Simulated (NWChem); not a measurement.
Molecule: CH₅InO₂; SMILES C[O][InH][OH]

```xyz
9

In    -0.2992     0.5005     0.0000
H     -1.6189     1.6004     0.0000
O      1.7041     0.8068     0.0000
H      1.8973     1.7639     0.0000
O     -0.5860    -1.4944     0.0000
C      0.5032    -2.3948     0.0000
H      0.4582    -3.0573     0.8970
H      0.4582    -3.0573    -0.8970
H      1.5036    -1.9035     0.0000
```
Atoms are numbered in this order, from 1.

Results from NWChem. The geometry was optimised at PBE-D3(BJ)/def2-SVP. def2 effective core potentials on In; no spin-orbit coupling.

Question: Predict the results for B3LYP/def2-SVP (core potentials). Quantities: highest occupied level (eV); orbital gap (eV); dipole (D).

Answer: The highest occupied level (eV) comes out as -6.83 and the orbital gap (eV) comes out as 5.46. The dipole (D) is 2.55.
